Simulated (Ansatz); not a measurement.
Two isomers of C2H5BO2: A = `B1COCO1`, B = `BC(=O)OC`.

Gas-phase electronic energies from Ansatz, PBE0-D4/def2-TZVP geometries. CCSD(T)/CBS adds triple-zeta CCSD(T) − MP2 to the extrapolated MP2 energy (def2 sets, frozen cores). Functionals use def2-TZVPP. B3LYP here is the variant with VWN-RPA as its local correlation; programs differ in this.

(1) Which isomer does CCSD(T)/CBS put lower? Give the gap. (Best estimate.)

(2) Give E(B) − E(A) in kJ/mol with PBE-D4, ωB97M-V, B3LYP-D4, B2PLYP, PBE0-D4, CCSD(T)/def2-SVP, LDA (SPW92). (Best estimate.)

(3) Does the order hold for the free energy at 298.15 K (harmonic terms from PBE0-D4)? (Best estimate.)

Largest T1 diagnostic: 0.018.

Answers

(1) The calculation gave: A, by 139.4 kJ/mol.

(2) Computed: PBE-D4 124.0, ωB97M-V 139.9, B3LYP-D4 122.6, B2PLYP 125.3, PBE0-D4 141.8, CCSD(T)/def2-SVP 133.7, LDA (SPW92) 156.2. None reverses the order clearly.

(3) Ansatz gave: Yes: G(B) − G(A) = +119.9 kJ/mol.

At CCSD(T), def2-SVP lies −5.7 kJ/mol from the extrapolated value and def2-TZVPP −2.5 kJ/mol. From BLYP to BHLYP (50 % exact exchange), in def2-TZVPP and without D4, E(B) − E(A) moves by +33.8 kJ/mol.
